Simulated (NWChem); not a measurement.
Total energies of Cl₂Si

```
Si
Cl 1 2.1112
Cl 1 2.1112 2 101.95
```
Charge 0, spin multiplicity 1.

The numbers come from NWChem runs, not from measurements. The geometry was optimised at PBE/def2-SVP, a minimum by its harmonic frequencies.

Basis set: cc-pVDZ (54 functions).

```json
[
 {"method": "RHF", "total energy (Ha)": "-1208.00715"},
 {"method": "MP2", "total energy (Ha)": "-1208.35128"},
 {"method": "B2PLYP", "total energy (Ha)": "-1209.54898"},
 {"method": "PBE", "total energy (Ha)": "-1209.44346"},
 {"method": "B3LYP", "total energy (Ha)": "-1210.01190"},
 {"method": "r2SCAN", "total energy (Ha)": "-1209.87617"},
 {"method": "CCSD(T)", "total energy (Ha)": "-1208.39515"}
]
```

Total energies of different functionals aren't comparable as a measure of quality: only differences taken within one method are. 

The correlated methods keep 15 core orbitals frozen. B3LYP has NWChem's definition, with VWN1-RPA local correlation. The structure started from a generated list of species. Coupled-cluster values serve here as a point of comparison, not as the truth.
